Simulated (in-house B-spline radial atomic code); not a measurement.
A fraction x of an electron is removed from 2p in Ca, starting from [Ar] 4s2 and keeping the highest spin. Method: non-relativistic PW91, spin-polarised, spherical fractional occupations, point nucleus. Calculated with a radial B-spline atomic code at the basis-set limit.

```csv
x,E(x) - E(0) (eV),2p down level (eV)
0,0.0000,-334.735
0.11,37.0833,-339.516
0.13,43.8824,-340.391
0.31,105.8658,-348.334
0.39,133.8751,-351.904
0.5,?,?
0.59,205.1559,-360.927
0.66,230.5324,-364.117
0.84,296.8167,-372.392
0.97,?,?
1,356.9935,-379.830
```

(1) What belongs in the row x = 0.5?

(2) What belongs in the row x = 0.97?

(3) Check Janak's theorem between x = 0.11 and 0.13.

## Answers

(1) An energy change of 172.8562 eV; 2p down at -356.850 eV.

(2) An energy change of 345.6196 eV; 2p down at -378.430 eV.

(3) The slope of the energy is 339.95 eV; the orbital levels give 339.95 eV (-ε of the emptying orbital, averaged over the two points).
